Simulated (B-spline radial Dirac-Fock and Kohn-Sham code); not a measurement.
## How the binding energies of Re³⁸⁺ add up

System: rhenium as Re³⁸⁺ in the configuration [Kr] 4d1; nuclear rms radius 5.3698 fm (A = 187).

Method: relaxed Dirac-Fock hole states (ΔSCF) with Breit and QED corrections and a finite nucleus. Computed with a B-spline atomic structure program. Electron correlation is not included. Energies are counted from the vacuum level.

All terms are in eV, carry their sign (relaxation lowers the binding energy) and add up to the binding energy; ⟨r⟩ is the mean radius of the orbital in the initial state.

| subshell | −ε (Koopmans) | relaxation | Breit | QED | binding energy | ⟨r⟩ (bohr) |
| --- | --- | --- | --- | --- | --- | --- |
| K | 73814.9 | -59.32 | -241.37 | -125.68 | 73388.5 | 0.018 |
| L1 | 14323.1 | -24.32 | -27.72 | -18.48 | 14252.6 | 0.075 |
| L2 | 13751.9 | -28.69 | -45.04 | -0.02 | 13678.2 | 0.062 |
| L3 | 12308.6 | -25.61 | -27.39 | -1.81 | 12253.8 | 0.071 |
| M1 | 4615.3 | -5.84 | -5.55 | -4.36 | 4599.5 | 0.194 |
| M2 | 4365.0 | -6.59 | -9.07 | -0.09 | 4349.2 | 0.184 |
| M3 | 4038.1 | -5.71 | -5.26 | -0.46 | 4026.7 | 0.198 |
| M4 | 3627.4 | -7.53 | -4.10 | 0.36 | 3616.2 | 0.173 |
| M5 | 3557.0 | -7.14 | -2.73 | 0.17 | 3547.3 | 0.178 |
| N1 | 2076.2 | -0.78 | -1.69 | -1.34 | 2072.4 | 0.398 |
| N2 | 1960.2 | -0.87 | -2.69 | -0.02 | 1956.6 | 0.396 |
| N3 | 1860.1 | -0.75 | -1.55 | -0.14 | 1857.7 | 0.417 |
| N4,5 | 1685.0 | -0.80 | -0.84 | 0.07 | 1683.5 | 0.412 |

For the deepest level, K (1s), the Breit terms make up -0.329 % of the binding energy, QED -0.171 % and orbital relaxation -0.081 %.

Spin-orbit splittings: 2p 1424.4 eV, 3p 322.6 eV, 3d 68.87 eV, 4p 98.98 eV.

Going to the tabulated ground configuration of the next ion removes an electron from N4,5 (4d), computed at 1683.5 eV. NIST lists 1696 ± 4 eV as the ionisation energy of this species (theoretical), +12.54 eV from the computed value. Where a p, d or f shell is open in either ion the computed value averages over both j values and all terms, while the table refers to the lowest levels; that difference holds spin-orbit splitting (largest in heavy or highly charged ions), term energies where several electrons share open shells, and correlation, and it can reach 10 % or more.
